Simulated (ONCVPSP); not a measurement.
**What one change does to a pseudopotential (cerium (Ce), ONCV)**

| Item | Value |
| --- | --- |
| Element | Ce |
| Generator | ONCVPSP 4.0.1 |
| Type | optimised norm-conserving Vanderbilt (ONCV) |
| Functional | PBE |
| Relativity | fully relativistic |
| Frozen core | [Kr] 4d10 |
| Valence charge | 12 |
| Reference configuration | 5s2 5p6 5d2 6s2 |
| Partial waves | 5s+6s: rc 2.45 bohr, ncon 3, nbas 6, qcut 6.2 1/bohr, 2 projectors; 5p: rc 2.75 bohr, ncon 4, nbas 8, qcut 5.2 1/bohr, 3 projectors, debl 3.3 Ha; 5d: rc 2.45 bohr, ncon 5, nbas 9, qcut 3.8 1/bohr, 3 projectors, debl 3.7 Ha; f scattering state at 0.02 Ha: rc 2.50 bohr, ncon 3, nbas 8, qcut 4.2 1/bohr, 2 projectors, debl 4 Ha |
| Local potential | polynomial inside 2.10 bohr (lpopt 3, dvloc0 1 Ha) |
| Core correction | Teter function fitted to the true core (icmod 2), fcfact 0.55 |

Open shells are filled in proportion to 2j + 1.

In the f channel the program set the typed energies aside and used -0.413, 3.587 Ha (j = l + 1/2; the other j can differ).

All-electron outer shells of the reference configuration (PBE, scalar-relativistic, ld1.x):

```
shell  level (eV)  outermost node (bohr)  outermost maximum (bohr)
   5s      -43.89                   0.75                      1.35
   5p      -25.79                   0.80                      1.51
   5d       -4.07                   0.91                      2.04
   6s       -3.99                   1.77                      3.59
```

Change: f: rc 1.7; local potential polynomial inside 1.70 bohr (lpopt 3, dvloc0 1 Ha). In the f channel the program set the typed energies aside and used -0.413, 3.587 Ha (j = l + 1/2; the other j can differ).

Cutoffs: the cutoffs (Ha) at which the residual kinetic energy of the hardest occupied pseudo-wave falls to 1 and 0.1 mHa per electron; they do not see the model core or the augmentation charge, which bear on the density cutoff. Errors are all-electron minus pseudo energies relative to the spin-unpolarised reference configuration.

Question: How do hardness, ghosts and transferability respond?

Answer: The potential gets neither clearly harder nor softer (10 Ha and 12 Ha → 10 Ha and 12 Ha); of the 4 tests that both files solve, the error grows in 0 and shrinks in 3 by more than 15 % and 0.3 meV (median size 2126.6 → 1472.1 meV); neither file shows a bound ghost. Less of the atom is replaced, so other configurations are described better.

```csv
quantity,base,changed
"cutoff, loose",10 Ha,10 Ha
"cutoff, tight",12 Ha,12 Ha
bound ghosts,none,none
GHOST(+) flags under 300 eV,none,s at 137.3 eV
"error for 4f1 5s2 5p6 5d1 6s2, meV [ΔE -4.75 eV]",+2136,+1491
"error for 4f1 5s2 5p6 5d1 6s1, meV [ΔE 1.32 eV]",+2133,+1480
"error for 4f1 5s2 5p6 5d1 6s0, meV [ΔE 12.40 eV]",+2120,+1464
"error for 5s2 5p6 5d0 6s0, meV [ΔE 69.26 eV]",+39,+39
s: phases at 2.49 bohr within 0.05 rad from the reference energy up to (Ha; the scan ends near 5),4.0,3.8
p3/2: phases at 2.79 bohr within 0.05 rad from the reference energy up to (Ha; the scan ends near 5),to the end of the scan,to the end of the scan
p1/2: phases at 2.79 bohr within 0.05 rad from the reference energy up to (Ha; the scan ends near 5),to the end of the scan,to the end of the scan
d5/2: phases at 2.49 bohr within 0.05 rad from the reference energy up to (Ha; the scan ends near 5),to the end of the scan,to the end of the scan
d3/2: phases at 2.49 bohr within 0.05 rad from the reference energy up to (Ha; the scan ends near 5),to the end of the scan,to the end of the scan
"rms error of d²Exc/dni dnj with the model core, mHa",3.02,3.02
```

Base: The cutoffs count occupied waves only; projector 1 of the f channel, the hardest unoccupied one, needs 76 Ha at the loose tolerance. These tests converged, but a pseudo level misses the all-electron one widely, so the file describes the atom poorly there or has found another state: 4f1 5s2 5p6 5d1 6s2: 4f by 4.1 eV; 4f1 5s2 5p6 5d1 6s1: 4f by 4.2 eV; 4f1 5s2 5p6 5d1 6s0: 4f by 4.2 eV. Changed file: The cutoffs count occupied waves only; projector 2 of the f channel, the hardest unoccupied one, needs 148 Ha at the loose tolerance. These tests converged, but a pseudo level misses the all-electron one widely, so the file describes the atom poorly there or has found another state: 4f1 5s2 5p6 5d1 6s2: 4f by 2.7 eV; 4f1 5s2 5p6 5d1 6s1: 4f by 2.7 eV; 4f1 5s2 5p6 5d1 6s0: 4f by 2.8 eV.
